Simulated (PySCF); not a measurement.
Input and output of a geometry optimisation on `[Br][Mn][Br]` [sextet].

Method: PBE0-D3(BJ)/def2-SVP geometry optimisation, gas phase in PySCF.

Input of the driver that calls PySCF (job settings, then Cartesian coordinates in Å, the GFN2-xTB start):

```
{"job": {"xc": "PBE0", "basis": "def2-SVP", "d3": "d3bj", "grid": 1, "maxiter": 40, "kind": "geom"}, "charge": 0, "multiplicity": 6}
Mn    -0.4547    -0.2624    -0.0128
Br     0.1881     0.0993     2.0300
Br     0.2666     0.1632    -2.0172
```

Output:

```
step   0  E = -6297.85596566  max force = 0.051525
step   1  E = -6297.86995162  max force = 0.017441
step   2  E = -6297.87387479  max force = 0.005461
step   3  E = -6297.87555022  max force = 0.006205
step   4  E = -6297.87672306  max force = 0.007353
step   5  E = -6297.87763866  max force = 0.004685
step   6  E = -6297.87789097  max force = 0.001280
step   7  E = -6297.87791474  max force = 0.000361
step   8  E = -6297.87791992  max force = 0.001017
step   9  E = -6297.87785840  max force = 0.003285
step  10  E = -6297.87790235  max force = 0.002196
step  11  E = -6297.87794058  max force = 0.000567
step  12  E = -6297.87794539  max force = 0.000427
optimisation converged
```

Energies are in Eh and forces in Eh/bohr. The run used 95 basis functions and 95 SCF iterations in all.

On one thread, x86-64 server (shared host), this took 91 s.

How much energy does the optimisation gain, and how much of it in the first step?

13.8 kcal/mol (598 meV) from step 0 to step 12; the first step changes the energy by -8.8 kcal/mol. The largest force component goes from 0.0515 to 0.00043 Eh/bohr.

Final geometry (Å):

```
atom  x, y, z in Å
Mn1    0.0008   -0.0002    0.0000
Br2   -0.1021   -0.2423    2.3140
Br3    0.1014    0.2425   -2.3141
```

Point group D∞h. PBE0-D3(BJ)/def2-SVP frequencies: not computed here. After the best overlay, start and end differ by 0.45 Å (root mean square over atoms).

Bond lengths before and after (atoms numbered from 1 in input order):

```
   bond  start (Å)  end (Å)  change (Å)
Mn1–Br2      2.172    2.329      +0.157
Mn1–Br3      2.172    2.329      +0.157
```

Neither the SCF state along the optimisation nor the shape of the open-shell metal species was proved the lowest: other solutions of the same spin, or a structure of lower symmetry, can lie below.
